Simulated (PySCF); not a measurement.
**Ti (titanium, neutral) across methods**

[Ar] 3d2 4s2, high-spin 3F determinant. All numbers are calculated (PySCF 2.14, the spin-free X2C one-electron Hamiltonian (Gaussian nucleus), in aug-cc-pVTZ-DK (8s7p5d3f2g, 93 functions)).

```json
{"method": "M06-L", "E (hartree)": "-853.653", "mean ε 3d α (eV)": "-5.201", "mean ε 4s α (eV)": "-4.586", "mean ε 4s β (eV)": "-4.207", "Σ⟨r²⟩ (bohr²)": "46.28", "⟨S²⟩": "2.002"}
{"method": "PBE0", "E (hartree)": "-853.517", "mean ε 3d α (eV)": "-6.917", "mean ε 4s α (eV)": "-5.212", "mean ε 4s β (eV)": "-4.755", "Σ⟨r²⟩ (bohr²)": "47.35", "⟨S²⟩": "2.003"}
{"method": "PBE", "E (hartree)": "-853.486", "mean ε 3d α (eV)": "-5.191", "mean ε 4s α (eV)": "-4.623", "mean ε 4s β (eV)": "-4.160", "Σ⟨r²⟩ (bohr²)": "47.25", "⟨S²⟩": "2.003"}
{"method": "r2SCAN", "E (hartree)": "-853.669", "mean ε 3d α (eV)": "-5.770", "mean ε 4s α (eV)": "-4.763", "mean ε 4s β (eV)": "-4.218", "Σ⟨r²⟩ (bohr²)": "47.63", "⟨S²⟩": "2.012"}
{"method": "r2SCANh", "E (hartree)": "-853.665", "mean ε 3d α (eV)": "-6.399", "mean ε 4s α (eV)": "-4.988", "mean ε 4s β (eV)": "-4.445", "Σ⟨r²⟩ (bohr²)": "47.63", "⟨S²⟩": "2.011"}
{"method": "wB97X", "E (hartree)": "-853.720", "mean ε 3d α (eV)": "-9.242", "mean ε 4s α (eV)": "-6.884", "mean ε 4s β (eV)": "-6.642", "Σ⟨r²⟩ (bohr²)": "47.04", "⟨S²⟩": "2.001"}
{"method": "LC-wPBE", "E (hartree)": "-853.536", "mean ε 3d α (eV)": "-9.743", "mean ε 4s α (eV)": "-7.079", "mean ε 4s β (eV)": "-6.539", "Σ⟨r²⟩ (bohr²)": "47.41", "⟨S²⟩": "2.004"}
{"method": "LDA", "E (hartree)": "-851.613", "mean ε 3d α (eV)": "-5.159", "mean ε 4s α (eV)": "-4.780", "mean ε 4s β (eV)": "-4.296", "Σ⟨r²⟩ (bohr²)": "46.74", "⟨S²⟩": "2.003"}
```

**Question.** Estimate the same row for UHF.

**Answer.** E (hartree) = -852.74755; mean ε 3d α (eV) = -11.950; mean ε 4s α (eV) = -6.373; mean ε 4s β (eV) = -5.750; Σ⟨r²⟩ (bohr²) = 49.85; ⟨S²⟩ = 2.008.
